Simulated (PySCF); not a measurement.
Isomers of C9H11F3, one conformer each; single-point electronic energies without zero-point terms and without any empirical dispersion term.

Computed with PySCF at PBE0/pcSseg-1, non-relativistic, each on one gas-phase PBE0-D3(BJ)/def2-SVP geometry that isn't relaxed in the solvent. The solvent is an IEF-PCM continuum (cavity from Bondi-type radii × 1.2). Only the electrostatic response of the medium enters.

| isomer | relative energy, gas (kJ/mol) | dipole (D) |
| --- | --- | --- |
| `C#C[C@H]1CC[C@@H](C(F)(F)F)CC1` | 0.0 | 2.42 |
| `C=C(C)[C@]12C[C@](C(F)(F)F)(C1)C2` | 87.1 | 2.60 |

Task: How do the relative energies look in chloroform (ε = 4.711)?

Result: 
```tsv
isomer	relative energy, solvent (kJ/mol)	E(solvent) − E(gas) (kJ/mol)	dipole in solvent (D)
`C#C[C@H]1CC[C@@H](C(F)(F)F)CC1`	0.0	-14.5	2.86
`C=C(C)[C@]12C[C@](C(F)(F)F)(C1)C2`	91.3	-10.3	2.87
```

The order is unchanged. Conformers: `[CH:1]#[C:2][C@H:3]1[CH2:4][CH2:5][C@@H:6]([C:7]([F:8])([F:9])[F:10])[CH2:11][CH2:12]1` with C2–C3–C4–C5 68°, C3–C4–C5–C6 56°, C4–C5–C6–C7 180°, C5–C6–C11–C12 55°; `[CH2:1]=[C:2]([CH3:3])[C@:4]12[CH2:5][C@:6]([C:7]([F:8])([F:9])[F:10])([CH2:11]1)[CH2:12]2` with C1–C2–C4–C5 0°. `C#C[C@H]1CC[C@@H](C(F)(F)F)CC1` gains most from the continuum, while `C=C(C)[C@]12C[C@](C(F)(F)F)(C1)C2` has the largest gas-phase dipole. The gains span 4.2 kJ/mol, the gas-phase energies 87.1 kJ/mol.
